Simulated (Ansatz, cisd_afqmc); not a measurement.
System: HBr, charge 0, singlet. HBr (SMILES Br).
B3LYP-D3(BJ)/def2-TZVP minimum from Ansatz (a program for electronic structure):
```xyz
2

Br     0.0000     0.0000    -0.0396
H      0.0000     0.0000     1.3852
```
Charge 0, spin multiplicity 1.

Total energies in cc-pVTZ, 8 correlated electrons, 14 frozen orbitals. Radicals and triplets start from unrestricted determinants; spin-orbit coupling is neglected. Cores are frozen in correlated methods (noble-gas shells, and filled d and f shells in the p block). No relativity. AFQMC is phaseless with a CISD trial state; ± is one standard error, without the phaseless bias. Outlying blocks are dropped, and bars are widened where a walk drifts. Over all cases where full CI ran beside it in this data, AFQMC minus full CI had a median of +0.1 mEh and passed +0.4 mEh in a tenth of the cases. Spin-orbit terms, left out, reach several kcal/mol for Br and I, and more for heavier atoms.

```json
[
 {"method": "HF", "program": "Ansatz", "energy (Eh)": "-2573.04826", "minus CCSDTQ (mEh)": "199.74"},
 {"method": "MP2", "program": "Ansatz", "energy (Eh)": "-2573.22182", "minus CCSDTQ (mEh)": "26.18"},
 {"method": "CCSD", "program": "Ansatz", "energy (Eh)": "-2573.24088", "minus CCSDTQ (mEh)": "7.13"},
 {"method": "CCSD(T)", "program": "Ansatz", "energy (Eh)": "-2573.24727", "minus CCSDTQ (mEh)": "0.73"},
 {"method": "CCSDT(Q)", "program": "Ansatz", "energy (Eh)": "-2573.24799", "minus CCSDTQ (mEh)": "0.01"},
 {"method": "CCSDTQ", "program": "Ansatz", "energy (Eh)": "-2573.24800", "minus CCSDTQ (mEh)": "0.00"},
 {"method": "AFQMC/CISD", "program": "cisd_afqmc", "energy (Eh)": "-2573.2480 ± 0.0003", "minus CCSDTQ (mEh)": "0.0 ± 0.3"}
]
```

Rough core times of Ansatz's runs on a shared machine: CCSD(T) under 20 s, CCSDT(Q) under 20 s, CCSDTQ 3 min.
